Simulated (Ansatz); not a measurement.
# Cost against result

Saddle point of BHBrClF2, singlet (BBrF₂ ([F][B]([F])[Br]) + HCl → BClF₂ ([F][B]([F])[Cl]) + HBr; bonds formed: B1–Cl6, Br2–H5; bonds broken: B1–Br2, H5–Cl6), PBE0-D4/def2-TZVP structure:

B1  (-0.188, -0.579, 0.008)
Br2  (-0.894, 1.299, -0.891)
F3  (-1.039, -0.976, 0.936)
F4  (0.205, -1.407, -0.941)
H5  (0.531, 1.340, 0.044)
Cl6  (1.385, 0.323, 0.843)
(Å)

Barriers are electronic and count from the start structure reached by relaxing down the imaginary mode.

Computed with Ansatz 0.2.0 (basis: as named in each row); correlated methods freeze the cores. Filled d shells of the heavier atoms are correlated. The def2 sets are not built for correlating such inner shells, so the correlated values are less sure here. B3LYP uses VWN-RPA correlation. Extrapolation: Hartree–Fock as exp(−7.88 √X), correlation as X^−2.97.

Times are rough, for one single point on 4 threads of a shared host (Intel Xeon).

The estimate by CCSD(T) at an estimated basis limit (MP2 extrapolated from triple and quadruple zeta, plus CCSD(T) − MP2 in triple zeta) is 23.34 kcal/mol.

```tsv
method	basis	time (s)	barrier (kcal/mol)	method less estimate
HF	STO-3G	under 1	29.96	6.62
PBE-D4	STO-3G	under 1	0.40	-22.94
SPW92	def2-SVP	1	1.80	-21.54
PBE-D4	def2-SVP	2	10.83	-12.52
B3LYP-D4	6-31G	2	23.87	0.53
SPW92	def2-TZVPP	2	5.33	-18.01
PBE-D4	def2-TZVPP	3	13.62	-9.72
PBE0-D4	def2-SVP	3	15.57	-7.77
BLYP-D4	def2-TZVPP	3	18.90	-4.44
PBE0-D4	def2-TZVPP	6	17.72	-5.62
B3LYP-D4	def2-TZVPP	6	21.82	-1.52
BHLYP-D4	def2-TZVPP	6	26.86	3.51
r2SCAN-D4	def2-TZVPP	6	16.41	-6.94
CAM-B3LYP-D4	def2-TZVPP	6	23.53	0.19
wB97M-V	def2-SVP	8	18.96	-4.39
r2SCAN0-D4	def2-TZVPP	8	19.30	-4.05
RPA on PBE	def2-TZVPP	9	24.30	0.96
B97M-V	def2-TZVPP	10	22.30	-1.04
CCSD(T)	def2-SVP	11	26.35	3.01
wB97X-V	def2-TZVPP	11	23.31	-0.03
B2PLYP	def2-TZVPP	11	23.28	-0.06
PBE-QIDH	def2-TZVPP	12	20.93	-2.41
wB97M-V	def2-TZVPP	13	22.17	-1.18
MP2	def2-QZVPP	33	21.25	-2.10
CCSD(T)	def2-TZVPP	140	24.47	1.13
```

All methods are single points on the PBE0-D4 structures.

The T1 diagnostic stays at or below 0.011.

Labels in which every atom is bracketed show which atoms are joined, not bond orders.
